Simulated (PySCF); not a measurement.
C4H8Cl, SMILES [CH2]C(C)(C)Cl, multiplicity 2.

Coordinates come from a PBE-D3(BJ)/def2-SVP optimisation. The isomer is the one that the SMILES or the coordinates give; other isomers of the formula were not compared.

Method: PySCF with PBE/def2-TZVP.

Computed frontier levels, dipole moment and polarisability:
| Quantity | Result |
|---|---|
| α spin, highest occupied and lowest empty level | -5.26 and -0.75 eV |
| β spin, highest occupied and lowest empty level | -6.77 and -3.42 eV |
| dipole moment | 2.17 D |
| quadrupole, principal values (traceless, Buckingham form, about the centre of nuclear charge) | -3.88, 1.81, 2.07 D·Å |
| mean static polarisability | 66.3 bohr³ (9.83 Å³) |
| polarisability, principal values | 61.1, 63.0, 74.9 bohr³ |
| ⟨S²⟩ | 0.755 (pure state 0.75) |
